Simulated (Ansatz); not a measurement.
```yaml
atoms:
  - { symbol: C, position_ang: [0.0000, 0.0000, -1.0272] }
  - { symbol: S, position_ang: [0.0000, 0.0000, 0.3852] }
```

Basis set: 6-31G* (spherical functions). Frozen core: 6 orbitals. Charge 0, multiplicity 1.

Computed with Ansatz (development build ahead of 0.2.0); each method stands on the lowest determinant of its kind that the runs found. Restricted open shells among the atoms or ions are ROHF, correlated in semicanonical orbitals with singles.

Task: Give the atomization energy at this shape (free ground-state atoms in the same class of orbitals less the molecule, no zero-point energy) of singlet CS by RHF-MP2, RHF.

Result:

```
 method  atomization energy
RHF-MP2             6.32 eV
    RHF             3.76 eV
```

Caution: the shape is not the minimum.
